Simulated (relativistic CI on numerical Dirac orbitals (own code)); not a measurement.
# Forbidden transitions in La12+

These numbers are calculated, not measured: Dirac-Coulomb-Breit CI, KLI orbitals optimised for each configuration, model QED, unscaled Slater integrals (own radial code, finite nucleus).

Configurations in the expansion (outside the closed core [Ar] 3d10): 4s2.4p6.4d9, 4s2.4p5.4d10, 4s2.4p6.4d8.4f, 4s2.4p6.4d8.5s, 4s.4p6.4d10, 4s2.4p6.4d8.5p, 4s2.4p5.4d9.4f, 4s2.4p6.4d7.4f.5s, 4s2.4p6.4d8.5d, 4s2.4p6.4d7.5s.5p, 4s.4p6.4d9.4f, 4s2.4p6.4d8.6s, 4s2.4p6.4d8.5f, 4s2.4p5.4d9.5s, 4s2.4p6.4d7.5s2, 4s2.4p6.4d6.4f.5s2, 4s2.4p6.4d6.5s2.5p, 4s2.4p5.4d7.4f.5s2. Double excitations out of closed p, d and f shells are left out; levels of such configurations are missing from the list, as are those of other unlisted configurations, and high levels can miss mixing partners.

| λ vac (Å) | Lower | Upper | Type | A (s⁻¹) | gf | Branching (%) |
| --- | --- | --- | --- | --- | --- | --- |
| 111.87 | 4s2.4p6.4d9 2D_5/2 [1] | 4s2.4p6.4d8.5s 2S_1/2 [63] | E2 | 8.97e+05 | 3.37e-06 | 22.6 |
| 112.37 | 4s2.4p6.4d9 2D_5/2 [1] | 4s2.4p6.4d8.4f 2H°_11/2 [59] | E3 | 1.23e+02 | 2.80e-09 | 2.4 |
| 115.11 | 4s2.4p6.4d9 2D_3/2 [2] | 4s2.4p6.4d8.5s 2S_1/2 [63] | E2 | 2.86e+06 | 1.14e-05 | 72.0 |
| 119.21 | 4s2.4p6.4d9 2D_5/2 [1] | 4s2.4p6.4d8.5s 2D_3/2 [24] | E2 | 9.19e+05 | 7.83e-06 | 21.1 |
| 119.42 | 4s2.4p6.4d9 2D_5/2 [1] | 4s2.4p6.4d8.5s 2D_5/2 [22] | E2 | 1.83e+05 | 2.34e-06 | 6.1 |
| 120.18 | 4s2.4p6.4d9 2D_5/2 [1] | 4s2.4p6.4d8.5s 2P_1/2 [19] | E2 | 4.06e+06 | 1.76e-05 | 54.5 |
| 120.37 | 4s2.4p6.4d9 2D_5/2 [1] | 4s2.4p6.4d8.5s 2G_9/2 [17] | E2 | 2.62e+06 | 5.69e-05 | 100.0 |
| 120.55 | 4s2.4p6.4d9 2D_5/2 [1] | 4s2.4p6.4d8.4f 4F°_9/2 [16] | M2 | 4.70e+03 | 1.02e-07 | 22.4 |
| 121.43 | 4s2.4p6.4d9 2D_5/2 [1] | 4s2.4p6.4d8.5s 4P_3/2 [13] | E2 | 2.36e+06 | 2.08e-05 | 91.5 |
| 122.41 | 4s2.4p6.4d9 2D_5/2 [1] | 4s2.4p6.4d8.5s 4P_1/2 [12] | E2 | 4.19e+05 | 1.88e-06 | 98.3 |
| 122.79 | 4s2.4p6.4d9 2D_5/2 [1] | 4s2.4p6.4d8.5s 2F_5/2 [11] | E2 | 1.23e+06 | 1.67e-05 | 37.7 |
| 122.84 | 4s2.4p6.4d9 2D_5/2 [1] | 4s2.4p6.4d8.5s 4P_3/2 [10] | E2 | 1.41e+06 | 1.28e-05 | 88.8 |
| 122.89 | 4s2.4p6.4d9 2D_3/2 [2] | 4s2.4p6.4d8.5s 2D_3/2 [24] | E2 | 3.44e+06 | 3.12e-05 | 78.9 |
| 123.12 | 4s2.4p6.4d9 2D_3/2 [2] | 4s2.4p6.4d8.5s 2D_5/2 [22] | E2 | 2.80e+06 | 3.82e-05 | 93.7 |
| 123.92 | 4s2.4p6.4d9 2D_3/2 [2] | 4s2.4p6.4d8.5s 2P_1/2 [19] | E2 | 3.38e+06 | 1.56e-05 | 45.4 |
| 124.05 | 4s2.4p6.4d9 2D_3/2 [2] | 4s2.4p6.4d8.5s 2G_7/2 [18] | E2 | 2.64e+06 | 4.88e-05 | 100.0 |
| 125.11 | 4s2.4p6.4d9 2D_5/2 [1] | 4s2.4p6.4d8.5s 4F_5/2 [9] | E2 | 1.01e+06 | 1.43e-05 | 51.1 |
| 125.18 | 4s2.4p6.4d9 2D_5/2 [1] | 4s2.4p6.4d8.5s 2F_7/2 [8] | E2 | 3.38e+06 | 6.36e-05 | 94.7 |
| 125.26 | 4s2.4p6.4d9 2D_3/2 [2] | 4s2.4p6.4d8.5s 4P_3/2 [13] | E2 | 2.14e+05 | 2.02e-06 | 8.3 |
| 126.06 | 4s2.4p6.4d9 2D_5/2 [1] | 4s2.4p6.4d8.5s 2D_3/2 [7] | E2 | 1.51e+06 | 1.44e-05 | 91.7 |
| 126.29 | 4s2.4p6.4d9 2D_5/2 [1] | 4s2.4p6.4d8.5s 4F_5/2 [6] | E2 | 8.38e+05 | 1.20e-05 | 96.7 |
| 126.71 | 4s2.4p6.4d9 2D_3/2 [2] | 4s2.4p6.4d8.5s 2F_5/2 [11] | E2 | 2.03e+06 | 2.93e-05 | 62.3 |
| 126.76 | 4s2.4p6.4d9 2D_3/2 [2] | 4s2.4p6.4d8.5s 4P_3/2 [10] | E2 | 1.76e+05 | 1.70e-06 | 11.1 |
| 128.29 | 4s2.4p6.4d9 2D_5/2 [1] | 4s2.4p6.4d8.5s 4F_7/2 [5] | E2 | 2.75e+06 | 5.44e-05 | 98.0 |
| 129.17 | 4s2.4p6.4d9 2D_3/2 [2] | 4s2.4p6.4d8.5s 4F_5/2 [9] | E2 | 9.72e+05 | 1.46e-05 | 48.9 |
| 129.24 | 4s2.4p6.4d9 2D_3/2 [2] | 4s2.4p6.4d8.5s 2F_7/2 [8] | E2 | 1.89e+05 | 3.78e-06 | 5.3 |
| 129.59 | 4s2.4p6.4d9 2D_5/2 [1] | 4s2.4p6.4d8.5s 4F_9/2 [4] | E2 | 6.67e+04 | 1.68e-06 | 100.0 |
| 130.19 | 4s2.4p6.4d9 2D_3/2 [2] | 4s2.4p6.4d8.5s 2D_3/2 [7] | E2 | 1.35e+05 | 1.37e-06 | 8.2 |
| 130.43 | 4s2.4p6.4d9 2D_3/2 [2] | 4s2.4p6.4d8.5s 4F_5/2 [6] | E2 | 2.85e+04 | 4.36e-07 | 3.3 |
| 132.56 | 4s2.4p6.4d9 2D_3/2 [2] | 4s2.4p6.4d8.5s 4F_7/2 [5] | E2 | 5.70e+04 | 1.20e-06 | 2.0 |

Terms are leading LS components. Brackets give the number of a level in order of energy, since labels repeat. The list gives strong lines, with weight on those to low levels, among the lowest 200 of 2828 levels, so that lines to higher ones, which can be the strongest, are missing. Levels whose partners in the same complex of configurations lie outside the list can be far off, and so can their lines. Rates are taken at the computed energies, electric ones in the length gauge.

At this charge energies of transitions that change n are usually good to better than 1 %, and those within a shell (Δn = 0) to a few per cent. Levels and lines within the n = 5 or 6 shells can be off by up to 10 % or somewhat more, and those that change n by about 2 %, since core polarisation is missing.

LS names give the leading component of a level, which can be under half, so a name can repeat, a term be missing and a line seem to break the LS rules.
